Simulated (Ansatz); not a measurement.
Se₆⁺, relaxed as a doublet with UKS PBE0-D4/def2-SVP in Ansatz, starting from the GFN2-xTB geometry. Force threshold 0.02 eV/Å.

The structure comes from a short search, and lower isomers may exist.

Start:

```xyz
6

Se    0.650    1.958    0.208
Se    1.064   -1.678   -0.639
Se    2.234    0.392   -0.611
Se   -0.322   -1.629    1.238
Se   -1.382    1.356   -0.775
Se   -2.244   -0.398    0.579
```

**Question.** Estimate the energy that the relaxation releases and the steps that it takes.

**Answer.** 0.40 eV, in 12 steps; 3.1 min on 4 threads of Arm Neoverse V1 on a shared host. No frequencies were taken in this run, so the end may be a saddle point.

**Question.** Does the start keep its bonding and symmetry?

**Answer.** By distances, no bond broke or formed. The bond that changes most is Se4–Se6, from 2.38 to 2.31 Å (atoms count from 1). Point group C2 at the start, C2v at the end, both within 0.05 Å.

**Question.** Predict the relaxed structure.

**Answer.** 
```
atom   x (Å)   y (Å)   z (Å)
 Se1   0.727   1.725   0.507
 Se2   1.088  -1.801  -0.366
 Se3   1.824   0.393  -1.034
 Se4  -0.292  -1.288   1.419
 Se5  -1.302   1.582  -0.595
 Se6  -2.044  -0.612   0.068
```
Bond lengths: 6 × Se–Se 2.31 to 2.41 Å.
